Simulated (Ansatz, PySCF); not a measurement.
Molecule: sum formula BNH, net charge 0, doublet state. It need not be the lowest isomer of its formula. 
Geometry from a B3LYP-D3(BJ)/def2-TZVP (Ansatz, a quantum-chemistry and plane-wave program) optimisation:
SMILES: [N]=B
```xyz
3

B      0.0000     0.0000    -0.6130
N      0.0000     0.0000     0.6925
H      0.0000     0.0000    -1.7820
```
Charge 0, spin multiplicity 2.

Dipole moments at this geometry, in debye (magnitudes).

```tsv
level	program	dipole (D)
BP86/def2-TZVPD	PySCF	2.63
TPSS/def2-TZVPD	PySCF	2.67
M06-L/def2-TZVPD	PySCF	2.56
r2SCAN/def2-TZVPD	Ansatz	2.75
PW6B95/def2-TZVPD	PySCF	2.79
CCSD(T)/aug-cc-pVDZ	Ansatz	?
```

Question: What belongs in the gaps?

Answer: 
- CCSD(T)/aug-cc-pVDZ, dipole (D): 2.71
